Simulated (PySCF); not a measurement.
```xyz
4
charge 0 multiplicity 1, angstrom
Ce   -0.1273   -0.0544    0.0000
O     0.0332   -1.8181    0.0000
F     0.6024    0.9243   -1.6476
F     0.6024    0.9243    1.6476
```

These are results of PBE0/[Ce def2-SVP with ECP28, O def2-SVP, F def2-SVP], scalar-relativistic core potentials, density fitting, no spin–orbit coupling, PySCF, not measurements.

This geometry of CeOF₂ is a stationary point at this level.

(1) What is the point group?

(2) Is it a minimum?

(3) List the harmonic modes with their infrared intensities.

(4) What are the dipole moment and the gap between the highest occupied and lowest empty levels?

(5) Give the ideal-gas entropy at 298.15 K and 1 bar by parts.

Answers

(1) Cs.

(2) Yes: all harmonic wavenumbers are real.

(3) 
```csv
symmetry,ω (cm⁻¹),IR (km/mol)
a',98,52.6
a',118,11.5
a'',122,30.0
a'',560,211
a',586,120
a',891,222
```

(4) 3.86 D and 5.89 eV.

(5) translation 174.5, rotation 109.3, vibration 45.3, spin 0.0; total 329.2 J/(mol K).

Stability towards spin polarisation was not tested. Other isomers or separated fragments may lie lower.
